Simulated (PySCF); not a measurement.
C7H7NS2.
Atom-mapped SMILES: `[CH3:1][NH:2][c:3]1[cH:4][c:5]2[s:6][cH:7][cH:8][c:9]2[s:10]1` (hydrogens: H11, H12, H13 on C1; H14 on N2; H15 on C4; H16 on C7; H17 on C8)

A GFN2-xTB structure was refined with PBE0-D3(BJ)/def2-SVP geometry optimisation, gas phase in PySCF 2.14.0. Its GFN2-xTB values:

```tsv
coordinate	GFN2-xTB
C1–N2	1.439 Å
C1–H11	1.113 Å
C1–H12	1.101 Å
C1–H13	1.042 Å
N2–C3	1.355 Å
N2–H14	1.014 Å
C3–C4	1.395 Å
C4–C5	1.375 Å
C4–H15	1.099 Å
C5–C9	1.372 Å
S6–C7	1.739 Å
C7–C8	1.362 Å
C7–H16	1.062 Å
C8–C9	1.426 Å
C8–H17	1.070 Å
C9–S10	1.740 Å
C1–N2–C3	118.9°
N2–C3–C4	130.7°
C3–C4–C5	112.8°
C4–C3–S10	110.2°
C4–C5–C9	115.3°
C5–C9–C8	115.2°
C7–C8–C9	110.0°
C8–C9–S10	134.5°
C1–N2–C3–C4	18°
```

**Question.** How do these coordinates change at the PBE0-D3(BJ)/def2-SVP level?

**Answer.** 
```csv
coordinate,PBE0-D3(BJ)/def2-SVP (Å or °),change
C1–H13,1.102,+0.060
C4–C5,1.425,+0.050
C7–H16,1.089,+0.027
C8–H17,1.090,+0.020
C5–C9,1.390,+0.018
C3–C4,1.378,-0.017
N2–C3,1.370,+0.015
C4–H15,1.088,-0.011
C7–C8,1.370,+0.008
C8–C9,1.420,-0.006
S6–C7,1.734,-0.005
C1–H11,1.108,-0.005
C1–N2,1.436,-0.003
N2–H14,1.011,-0.003
C1–H12,1.098,-0.003
C9–S10,1.738,-0.002
C4–C3–S10,112.8,+2.6
N2–C3–C4,128.4,-2.3
C3–C4–C5,110.8,-2.0
C7–C8–C9,110.9,+0.9
C5–C9–C8,114.3,-0.9
C8–C9–S10,135.2,+0.7
C1–N2–C3,119.6,+0.7
C4–C5–C9,114.8,-0.5
C1–N2–C3–C4,10,-8
```

The energy falls by 4.7 kcal/mol over 6 energy and gradient evaluations, the largest force component goes from 0.0596 to 2.4e-04 Eh/bohr, and the atoms move by 0.086 Å rms after alignment. The bond that changes most is C1–H13 (N-methyl carbon to methyl hydrogen), which lengthens by 0.060 Å. Bonds longer at the end by more than 0.005 Å: 7 of 18; shorter: 4. Among the dihedrals that turn most is H11–C1–N2–H14, from -79° to -90°. Rotational constants go from 2313, 678.5, 527.1 to 2291, 675.4, 523.7 MHz.

The run used 183 basis functions and 45 SCF cycles in all.

Stationary, but not proved a minimum. The numbers are those of one conformer.
